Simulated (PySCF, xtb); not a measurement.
B(H)(Me)(OH) (CH5BO), SMILES CBO.

GFN2-xTB (xtb 6.7.1) at its own geometry gives an orbital gap of 5.82 eV and a dipole moment of 2.00 D.

Geometry: B3LYP-D3(BJ)/def2-TZVP. The values are those of a single conformer.

Question: What does HF/def2-TZVPD (PySCF) give? (Estimate from the structure and the level; the computed values follow.)

Answer: gap 13.64 eV (levels -12.30 and 1.35 eV), dipole 1.85 D.
